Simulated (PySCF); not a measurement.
H₃N, SMILES [NH3+], charge +1, multiplicity 2. Atoms are numbered in the order given.

```xyz
4

N      0.0000     0.0000     0.0000
H      1.0241     0.0000     0.0000
H     -0.5121     0.8869     0.0000
H     -0.5121    -0.8869     0.0000
```
Charge +1, spin multiplicity 2.

Geometry optimised at PBE0-D3(BJ)/def2-TZVPD.

Two levels are set side by side: PBE/pcH-1 (PySCF) and B3LYP/pcH-1 (PySCF). Contact hyperfine couplings, same geometry. Differences are taken from unrounded values.

```csv
quantity,PBE
"A(iso) of 14N, atom N1 (MHz)",36.7
"A(iso) of 1H, atom H2 (MHz)",-72.8
"A(iso) of 1H, atom H3 (MHz)",-72.8
"A(iso) of 1H, atom H4 (MHz)",-72.8
```

Q: These are the PBE values. What does B3LYP give? (An estimate is asked for; the answer gives what the named calculation found.)

A: 
| quantity | B3LYP | PBE minus B3LYP |
|---|---|---|
| A(iso) of 14N, atom N1 (MHz) | 45.2 | -8.5 |
| A(iso) of 1H, atom H2 (MHz) | -77.3 | 4.5 |
| A(iso) of 1H, atom H3 (MHz) | -77.3 | 4.5 |
| A(iso) of 1H, atom H4 (MHz) | -77.3 | 4.5 |

Rough cost on one machine, each run with all the roots and properties that it gave: B3LYP against PBE within a factor of 2.
